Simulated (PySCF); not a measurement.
## YbO(OH) at several levels of theory

Computed with PySCF 2.14.0 (density fitting, no spin-orbit coupling) at the geometry relaxed with PBE0:

```xyz
4
YbO(OH) (singlet in the valence; each metal's 4f electrons, 13 of them, lie in its core potential, out of spins and levels)
Yb   -0.0208   -0.0442   -0.3924
O     1.2463    0.0313    0.8969
O    -1.8965    0.0233    0.3307
H    -2.3697    0.0785    1.1637
```

```csv
level,basis,state,HOMO (eV),gap (eV),charge on Yb1 (e),population of f-type functions on Yb1 (polarisation alone where 4f lies in the core),dipole about the centre of mass (D),largest force component (eV/Å)
PBE0,"Yb lcecp-1-SVP with ECP59, O def2-SVP, H def2-SVP",singlet,-6.31,3.99,0.79,0.06,6.22,0.02
BLYP,the same,singlet,-4.81,1.81,0.61,0.06,5.51,1.25
PBE0,"Yb lcecp-1-TZVP with ECP59, O def2-TZVP, H def2-TZVP",singlet,-6.31,3.98,1.26,0.06,6.49,0.29
```

In the lcecp rows the 4f levels are missing from HOMO and gap, and the state counts the valence alone.

Charges are Mulliken's, which hang on the basis. The relaxation used the grid (50, 194), these runs (75, 302) or, all-electron (x2c bases, spin-free X2C Hamiltonian), (99, 590).

Task: What does HF with Yb lcecp-1-SVP with ECP59, O def2-SVP, H def2-SVP give here?

Result: state singlet, HOMO (eV) -9.72, gap (eV) 9.20, charge on Yb1 (e) 1.18, population of f-type functions on Yb1 (polarisation alone where 4f lies in the core) 0.07, dipole about the centre of mass (D) 7.69, largest force component (eV/Å) 0.99. Time: 0.9 s on 2 threads of Arm Neoverse V2 (shared host), from an already converged density.

In the first row's basis the gap widens with exact exchange: 1.8 eV for BLYP (none); 4.0 eV for PBE0 (a fixed share); 9.2 eV for Hartree–Fock (rising or full at long range).

An lcecp potential fixes the number of 4f electrons, so in runs with it no electron can move into or out of that shell.
